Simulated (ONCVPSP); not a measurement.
Fe: variants of one ONCV potential

Base potential:

```
Element                 : Fe
Generator               : ONCVPSP 4.0.1
Type                    : optimised norm-conserving Vanderbilt (ONCV)
Functional              : LDA (Perdew-Wang 92)
Relativity              : scalar-relativistic
Frozen core             : [Ar]
Valence charge          : 8
Reference configuration : 3d6 4s1 (charge +1)
Partial waves           : 4s: rc 2.50 bohr, ncon 4, nbas 8, qcut 2.6 1/bohr, 3 projectors, debl 3 Ha; p scattering state at 0.22 Ha: rc 2.15 bohr, ncon 5, nbas 9, qcut 3.5 1/bohr, 2 projectors, debl 0.8 Ha; 3d: rc 1.10 bohr, ncon 3, nbas 7, qcut 17.4 1/bohr, 2 projectors, debl 1.2 Ha
Local potential         : polynomial inside 1.00 bohr (lpopt 2, dvloc0 0 Ha)
Core correction         : Teter function, fcfact 5.5, rcfact 1.7
```

In the p channel the program set the typed energies aside and used 0.050, 0.850 Ha.

Cutoffs, loose and tight: the cutoffs (Ha) at which the residual kinetic energy of the hardest occupied pseudo-wave falls to 1 and 0.1 mHa per electron. They do not see the model core or the augmentation charge, which bear on the density cutoff. Test errors are all-electron minus pseudo excitation energies from the reference, over the configurations 3d6 4s2; 3d6 4s0; 3d5 4s0; 3d5 4s2. A dash means not determined; rows that change the core or the reference have their own tests.

| change | outcome | cutoff, loose | cutoff, tight | bound ghosts | GHOST(+) flags above zero | largest test error (meV) |
| --- | --- | --- | --- | --- | --- | --- |
| base | generated, projector energies reset by the program | 90 Ha | 105 Ha | none | s, p | -629 |
| local potential polynomial inside 1.00 bohr (lpopt 2, dvloc0 8 Ha) | generated, projector energies reset by the program | 90 Ha | 105 Ha | none | s, p | -629 |
| core correction Teter function, parameters optimised by the program | generated, projector energies reset by the program | 90 Ha | 105 Ha | none | s, p | -247 |
| s: qcut 2.1 | generated, projector energies reset by the program | 90 Ha | 105 Ha | none | s, p | -683 |
